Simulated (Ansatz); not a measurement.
Program: Ansatz. Geometries: PBE0-D4/def2-TZVP. ΔE: electronic, gas phase. CCSD(T)/CBS is the MP2 limit (def2-TZVPP, def2-QZVPP) plus CCSD(T) − MP2 in def2-TZVPP, frozen cores. This one scheme is used for every species, atoms too. Functionals use def2-TZVPP. B3LYP here is the variant with VWN-RPA as its local correlation; programs differ in this. Open shells (•) are unrestricted, without spin–orbit coupling. Spin–orbit coupling would lower the free atoms: a little for F. For Ge outer-core shells are correlated without core-valence functions, so the limit isn't a true one: a few kJ/mol of doubt a bond, and 10 to 20 or more in all where bonds break to atoms. Scalar relativity is left out up to krypton.

`N#[C][GeH]([F])[Cl]` → F• + `N#[C][GeH][Cl]`•  (homolysis of the F–Ge bond)

```json
{"level": "PBE0-D4", "ΔE (kJ/mol)": "512.8"}
{"level": "B3LYP", "ΔE (kJ/mol)": "509.3"}
{"level": "CCSD/def2-TZVPP", "ΔE (kJ/mol)": "517.3"}
{"level": "SCS-MP2/def2-QZVPP", "ΔE (kJ/mol)": "563.8"}
```

Task: What does CCSD(T)/CBS give? (Best estimate.)

Result: Computed: +543.3 kJ/mol. The listed levels differ from it by -30.5, -34.0, -26.0, 20.5 kJ/mol.

Task: What do rigid-rotor, harmonic-oscillator terms from PBE0-D4/def2-TZVP frequencies (298.15 K, 1 bar) make of the CCSD(T)/CBS value? (Best estimate.)

Result: Ansatz gave: ΔZPE = -9.5 kJ/mol, ΔH = +537.2 kJ/mol, ΔS = 143 J/(mol·K), ΔG = +494.6 kJ/mol. Open shells count their whole term as degenerate.

Largest T1 diagnostic among the species: 0.017.

Leaving LDA and LC-ωPBE aside and taking each functional with its dispersion term where it has one, the values, not all of them listed here, spread over 43.6 kJ/mol, from BHLYP-D4 to ωB97X-V. LDA lies +84.3 kJ/mol from PBE without D4, its usual overbinding. From PBE to PBE0 (25 % exact exchange), in def2-TZVPP and without D4, ΔE moves by −16.6 kJ/mol: exact exchange takes away binding that semilocal exchange gives to molecules. The D4 term adds +4.0 kJ/mol with B3LYP and +2.2 kJ/mol with PBE0; it sums over pairs of atoms, weighted by their polarisabilities, and B3LYP, whose exchange is more repulsive, gets the larger term.

CCSD(T)/CBS has its own doubt, a few kJ/mol and more with outer-core shells, so smaller differences from it don't rank the levels.
